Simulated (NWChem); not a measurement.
# Basis-set convergence for CH5NSn

```xyz
8

Sn    -0.1362    -0.0233     0.3908
C      0.7189     1.5701    -0.9219
H      0.7062     2.5531    -0.4259
H      0.1444     1.6407    -1.8609
H      1.7635     1.3222    -1.1773
N     -0.0200    -1.4397    -1.0808
H      0.3308    -1.2864    -2.0244
H     -0.3091    -2.4070    -0.9569
```
Charge 0, spin multiplicity 1.

Everything below was run with NWChem. All single points use one geometry, from B3LYP/def2-SVP with def2 effective core potentials on Sn, with no frequency check, so it may be a saddle point. It is one conformer; others weren't searched.

Quantity: dipole moment at the level PBE0.

Effective core potentials replace the inner electrons of Sn; spin-orbit coupling is left out. The structure started from a generated list of species.

Costs are rough ratios of processor time within this set of runs, SCF included, with def2-SVP as 1.

```
basis       functions  dipole moment (D)  relative cost
----------  ---------  -----------------  -------------
def2-SVP           79                  ?              1
def2-SVPD         112                  ?        under 3
def2-TZVP         142               0.53              6
def2-TZVPD        175               0.38             10
def2-TZVPP        182                  ?             10
```

Question: What belongs in the gaps?

Answer: 
- def2-SVP, dipole moment (D): 0.89
- def2-SVPD, dipole moment (D): 0.45
- def2-TZVPP, dipole moment (D): 0.50
